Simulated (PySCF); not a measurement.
**La³⁷⁺: ionisation energy**

La³⁷⁺ [Ar] 3d2 (3F) → La³⁸⁺ [Ar] 3d1 (2D), as a difference of total energies. Calculation: PySCF 2.14, in an uncontracted even-tempered set (18 s from 6.6 bohr⁻², ratio 2.5; 12 p from 8.6 bohr⁻², ratio 2.5; 7 d from 8.6 bohr⁻², ratio 2.5; 4 f from 30 bohr⁻², ratio 2.7; 3 g from 45 bohr⁻², ratio 2.7); scalar relativity by spin-free X2C-1e. Correlated levels: outer shells: [Ne] frozen; virtual orbitals above 40 to 60 times the deepest correlated orbital energy dropped. The calculations carry no spin-orbit coupling.

```tsv
method	ionisation energy (eV)
UHF	2567.9
LDA	2567.0
PBE	2567.7
PBE0	2568.2
r2SCAN	2569.6
PBEsol	2567.0
TPSS	2567.7
MP2 (outer shells)	2567.6
SCS-MP2 (outer shells)	2567.6
```

Spin-orbit coupling is strong in these open shells (close to jj coupling). The scalar numbers leave it out and a first-order estimate fails, so it can dominate the gap to the real levels.

Breit and QED terms and the two-electron picture change are absent.

For comparison: 2577 ± 4 eV (theoretical estimate listed by NIST; NIST Atomic Spectra Database, ionization energies).
